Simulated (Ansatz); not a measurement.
The cluster Si₄N₄O₂. The state is a singlet with charge 0. Geometry PBE0-D4/def2-SVP; atoms count from 1.

```xyz
10

Si   -0.2268   -0.2745    0.2271
Si    1.8699    0.1511   -1.8355
Si   -2.2833   -1.4986    2.2811
Si    0.3948    2.2927   -0.4533
N     0.8951   -0.7434   -0.8576
N    -1.1535   -1.2533    1.1616
N    -3.3897   -1.8451    3.3803
N    -0.5692    1.3992    0.5152
O     2.9517   -0.0769   -2.8865
O     1.5111    1.8488   -1.5324
```

The restricted singlet is unstable towards broken spin symmetry in Hartree–Fock (as tested in another run); at PBE0-D4/def2-TZVP this wasn't settled. Another isomer (singlet) lies 3.86 eV lower at PBE0-D4/def2-TZVP; other spin states weren't run for this one.

Estimate the Mulliken populations from the PBE0/def2-TZVP orbitals of Ansatz.


```tsv
atom	charge (e)
Si1	0.59
Si2	0.67
Si3	0.49
Si4	0.60
N5	-0.41
N6	-0.35
N7	-0.39
N8	-0.37
O9	-0.52
O10	-0.32
```
Mulliken values and Mayer orders depend strongly on the basis.

And the Mayer bond orders between bonded heavy atoms (over 0.3)?

Si1–N5 1.59 (1.63 Å); Si1–N6 1.40 (1.64 Å); Si1–N8 1.12 (1.73 Å); Si2–N5 1.43 (1.65 Å); Si2–O9 2.12 (1.53 Å); Si2–O10 0.83 (1.76 Å); Si3–N6 1.56 (1.61 Å); Si3–N7 2.41 (1.60 Å); Si4–N8 1.75 (1.63 Å); Si4–O10 1.37 (1.61 Å). Values over 0.3 also appear between atoms too far apart for a bond (Si4–N7 0.34 at 6.79 Å); they arise where an orbital or an unpaired electron spreads over both atoms.
